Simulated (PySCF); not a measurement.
Compound: C5H4O3.
Bonds: O1–C2 (double), C2–O3, C2–C4, C4–C5 (aromatic), C5–C6 (aromatic), C6–O7 (aromatic), O7–C8 (aromatic), C4–C8 (aromatic). Hydrogens: H9 on O3; H10 on C5; H11 on C6; H12 on C8.

The geometry is computed with GFN2-xTB (gas phase).

Task: List the bond lengths, angles and torsions at this level.

Result: 
```csv
bond,length (Å)
O1=C2,1.206
C2–O3,1.342
C2–C4,1.462
C4–C5,1.426
C5–C6,1.357
C6–O7,1.348
O7–C8,1.330
C4–C8,1.372
O3–H9,0.970
C5–H10,1.069
C6–H11,1.072
C8–H12,1.072
```

A selection of angles:
```csv
angle,degrees
O1–C2–O3,122.4
O1–C2–C4,125.0
O3–C2–C4,112.6
C2–O3–H9,109.7
C2–C4–C5,128.3
C2–C4–C8,126.1
C5–C4–C8,105.6
C4–C5–C6,105.6
C4–C5–H10,126.3
C6–C5–H10,128.1
C5–C6–O7,110.8
C5–C6–H11,132.0
O7–C6–H11,117.2
C6–O7–C8,107.5
O7–C8–H12,118.7
C4–C8–O7,110.6
C4–C8–H12,130.8
```

Dihedral angles: O1–C2–C4–C5 180° (antiperiplanar); H9–O3–C2–O1 0° (synperiplanar).

The C–O distances run from 1.206 Å (O1=C2, drawn double) to 1.348 Å (C6–O7, aromatic), a spread of 0.142 Å. The 8 heavy atoms lie in one plane (0.000 Å rms). The 4 C–C bonds span 1.357 Å (C5–C6, aromatic) to 1.462 Å (C2–C4, drawn single), a spread of 0.105 Å. The 5-membered ring C4–C5–C6–O7–C8 has internal angles of 105.6° to 110.8°; it is planar, 0.00 Å rms from its mean plane, widest ring torsion 0°. Of the pairs four or more bonds apart, O3···H10 is among the closest relative to their van der Waals radii: 2.73 Å, 100 % of the sum of Bondi's values.

Point group: Cs (every atom within 0.08 Å of its image). GFN2-xTB frequencies: not computed here. One conformer, not necessarily the lowest (O1–C2–O3–H 0°, O1–C2–C4–C5 180°).
